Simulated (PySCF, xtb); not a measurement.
Ge(H)3(Et) (C2H8Ge), SMILES C[CH2][GeH3].

xtb 6.7.1 with GFN2-xTB at its own geometry gives an orbital gap of 8.14 eV and a dipole moment of 1.07 D.

The structure is a stationary point at B3LYP-D3(BJ)/def2-SVP.

### Question
What does PySCF with r2SCAN/def2-TZVPD give? (An estimate is asked for; the answer gives what the named calculation found.)

### Answer
gap 7.51 eV (levels -7.29 and 0.22 eV), dipole 0.85 D.
